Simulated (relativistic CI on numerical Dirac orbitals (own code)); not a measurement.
**Ce³⁺: 5p photoemission**

Computed with this model: Dirac-Coulomb-Breit CI, orbitals from a KLI potential per configuration, QED by a radiative potential, valence Slater integrals scaled by 0.9, multiplet model of photoemission in the sudden approximation; configurations [Xe] 4f → [Kr] 4d10 4f 5s2 5p5; 300 K; Lorentzian 0.6 eV and Gaussian 0.5 eV FWHM. Energies are those of the free ion, without screening or charge transfer. The energies are binding energies and can lie tens of eV above those of solids. S is read from ⟨S²⟩ = S(S + 1).

Computed curve for free ion, scaled to 100 at the maximum (points under 2 are left out and the grid is thinned):

(Energy (eV), Intensity): (46.4, 2.1), (46.6, 2.3), (46.9, 2.8), (47.1, 3.3), (47.4, 4.3), (47.6, 5.2), (47.9, 7.4), (48.1, 10.0), (48.4, 17.6), (48.6, 27.1), (48.9, 46.6), (49.1, 59.2), (49.4, 79.0), (49.6, 93.2), (49.9, 98.3), (50.1, 88.7), (50.4, 75.0), (50.6, 63.0), (50.9, 42.6), (51.1, 35.5), (51.4, 28.4), (51.6, 22.3), (51.9, 16.2), (52.1, 16.0), (52.4, 22.8), (52.6, 34.3), (52.9, 55.8), (53.1, 59.2), (53.4, 49.0), (53.6, 46.7), (53.9, 45.0), (54.1, 35.5), (54.4, 18.5), (54.6, 11.7), (54.9, 6.7), (55.1, 5.1), (55.4, 3.6), (55.6, 3.0), (55.9, 2.4), (56.1, 2.1)

The ground state has S = 0.50, and the centroid lies at 51.07 eV.
